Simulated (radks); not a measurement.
All-electron atom: the cadmium ion Cd4+ in [Kr] 4d8 (the NIST ground configuration). Calculated with a radial shooting solver on a logarithmic mesh with Libxc functionals: scalar-relativistic Kohn-Sham, LDA (Slater exchange, Perdew-Wang correlation), spin-polarised, spherical densities, point nucleus; open shells are filled with parallel spins first (spin-orbit coupling, left out, can overturn this in heavy ions).

Normalised radial functions P(r) = r R(r), r in bohr:

```
   r/bohr * 4d up (the largest magnitude, 1.01, reaches the edge; | marks zero)
  0.00229                             *
 0.002603                             *
 0.002982                             *
 0.003389                             *
 0.003852                             *
 0.004413                             *
 0.005016                             *
 0.005701                             *
 0.006531                             *
 0.007423                             *
 0.008437                             *
 0.009666                             *
  0.01099                             *
  0.01249                             *
  0.01431                             *
  0.01626                             *
  0.01848                             *
  0.02117                             *
  0.02406                             *
  0.02735                             *
  0.03133                             |*
  0.03561                             |*
  0.04047                             |*
  0.04637                             | *
   0.0527                             | *
   0.0599                             |  *
  0.06862                             |   *
  0.07799                             |    *
  0.08864                             |     *
   0.1016                             |      *
   0.1154                             |        *
   0.1312                             |         *
   0.1503                             |           *
   0.1708                             |            *
   0.1942                             |             *
   0.2224                             |             *
   0.2528                             |            *
   0.2873                             |          *
   0.3292                             |       *
   0.3741                             |   *
   0.4252                            *|
   0.4872                      *      |
   0.5537                *            |
   0.6293           *                 |
    0.721      *                      |
   0.8195   *                         |
   0.9314  *                          |
    1.067   *                         |
    1.213     *                       |
    1.378        *                    |
    1.579            *                |
    1.795               *             |
     2.04                   *         |
    2.337                       *     |
    2.656                         *   |
    3.019                           * |
    3.459                            *|
    3.931                             *
```

4d up: eigenvalue -63.462 eV, 1 radial node at r = 0.414 bohr, <r> = 1.15 bohr, 90 % of the charge inside 1.77 bohr.
